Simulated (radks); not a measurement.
Values are calculated unless marked as measured or tabulated.
Problem. The mean radii <r> (bohr) of the occupied orbitals of an atom or ion are listed with their occupations. Code: a radial shooting solver on a logarithmic mesh with Libxc functionals. Model: non-relativistic Kohn-Sham, PBEsol, spin-polarised, spherical densities, point nucleus.

orbital  occ.     <r>
1s          2  0.4187

Name the element and its charge.

Solution. Z = 4, beryllium, charge +2: Be2+ in 1s(up 1, down 1). The 1s radius gives Z: for a bare nucleus <r> = 1.5/Z, 0.375 bohr for Z = 4, and screening makes it slightly larger (0.4187 here). The occupations add up to 2, and the charge is Z minus that.
